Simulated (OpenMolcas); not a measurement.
# I: from RASSCF to RASPT2

```
Program             : OpenMolcas
Basis               : ANO-RCC [10s9p8d5f3g]
Scalar Hamiltonian  : DKH2, point nucleus
Active space        : 5 electrons in 9 orbitals (RAS2 5p; RAS3 5d 6s, at most 1 electron)
State averaging     : 2S+1 = 2 odd, 3 roots; 2S+1 = 4 even, 18 roots; 2S+1 = 2 even, 33 roots
Spin-orbit coupling : state interaction with AMFI integrals over the reference wave functions, term energies averaged over their components
```

Methods on the same reference wave functions:
A. RASSCF
B. SS-RASPT2, IPEA 0.25 Eh, imaginary shift 0.1 Eh (closed shells correlated: 4d 5s)
C. MS-RASPT2, IPEA 0.25 Eh, imaginary shift 0.1 Eh (closed shells correlated: 4d 5s)

Energies in cm⁻¹ above 5s² 5p⁵ ²P°_3/2, the measured ground level; measured values from NIST Handbook of Basic Atomic Spectroscopic Data.

```json
{"Level": "5s² 5p⁵ ²P°_3/2", "A": "0.0", "B": "0.0", "C": "0.0", "Measured": "0.0"}
{"Level": "5s² 5p⁵ ²P°_1/2", "A": "6961", "B": "6960", "C": "6960", "Measured": "7603"}
{"Level": "5s² 5p⁴ 6s ⁴P_5/2", "A": "53670", "B": "48160", "C": "48060", "Measured": ""}
{"Level": "5s² 5p⁴ 6s ⁴P_1/2", "A": "59773", "B": "53180", "C": "53290", "Measured": ""}
{"Level": "5s² 5p⁴ 6s ²P_1/2", "A": "63625", "B": "56050", "C": "56180", "Measured": ""}
{"Level": "5s² 5p⁴ 5d ⁴D_5/2 [68 %]", "A": "64194", "B": "59390", "C": "59590", "Measured": ""}
{"Level": "5s² 5p⁴ 5d ⁴D_7/2", "A": "64262", "B": "59910", "C": "59910", "Measured": ""}
{"Level": "5s² 5p⁴ 5d ⁴D_1/2 [68 %]", "A": "65909", "B": "60990", "C": "60880", "Measured": ""}
```

Between B and C the level of the table that moves most is 5s² 5p⁴ 5d ⁴D_5/2 [68 %], by 200 cm-1 (lowest in B, highest in C). Moves below CASPT2's spread within the term are not significant.

The lowest spin-free term lies below A's lowest term by 0.616 hartree in B, 0.616 hartree in C.

CASPT2 does not keep the components of a term degenerate, so their means are used; among the terms shown or strongly mixed into the levels shown the widest spread is 14 cm-1 (5s² 5p⁴ 5d ⁴D, C). Over all roots computed the reference weight is 0.78 to 0.91 in B, 0.78 to 0.91 in C; the roots of lowest weight are the least certain, and an intruder state may touch them. ANO sets are built for valence states and can reach diffuse excited orbitals poorly, and with the s shell closed the s pⁿ⁺¹ terms that mix with these levels are absent. Only configurations of the active space appear. The table leaves out levels that lie high or whose names do not pair safely across all columns.

A share in square brackets marks a mixed level and gives the weight of the term that names it, the lowest over the columns. ° marks odd parity.
